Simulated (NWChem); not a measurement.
AlSiH₄O₂F; SMILES [Al]([O][SiH3])([OH])[F]

```xyz
9

Al    -0.0016     0.9981     0.0010
F      1.3935     1.9181    -0.0016
O     -1.5353     1.7408    -0.0009
H     -1.6234     2.7068    -0.0058
O      0.1251    -0.6860     0.0068
Si     0.0274    -2.3431    -0.0019
H     -1.3894    -2.7891    -0.2489
H      0.4835    -2.8897     1.3242
H      0.9065    -2.9021    -1.0882
```
Atoms are numbered in this order, from 1.

Results from NWChem. Structure relaxed at the PBE-D3(BJ)/def2-SVP level. B3LYP is NWChem's, with the RPA form of VWN correlation. Total energies compare along this basis series because the functional is fixed.

```json
[
 {"level": "B3LYP/pcseg-1", "basis functions": "98", "energy (Ha)": "-784.8162", "highest occupied level (eV)": "-8.65", "orbital gap (eV)": "7.36", "dipole (D)": "0.90", "relative time": "4"},
 {"level": "B3LYP/aug-pcseg-1", "basis functions": "159", "energy (Ha)": "-784.8408", "highest occupied level (eV)": "-8.73", "orbital gap (eV)": "7.10", "dipole (D)": "0.85", "relative time": "10"},
 {"level": "B3LYP/pcseg-2", "basis functions": "214", "energy (Ha)": "-785.0499", "highest occupied level (eV)": "-8.70", "orbital gap (eV)": "7.29", "dipole (D)": "0.91", "relative time": "20"},
 {"level": "B3LYP/STO-3G", "basis functions": "37", "energy (Ha)": "-774.8868", "highest occupied level (eV)": "-3.12", "orbital gap (eV)": "8.10", "dipole (D)": "0.98", "relative time": "1"},
 {"level": "B3LYP/def2-SVP", "basis functions": "98", "energy (Ha)": "-784.5156", "highest occupied level (eV)": "-8.48", "orbital gap (eV)": "7.42", "dipole (D)": "1.08", "relative time": "4"}
]
```

Times are rough ratios from one shared machine.
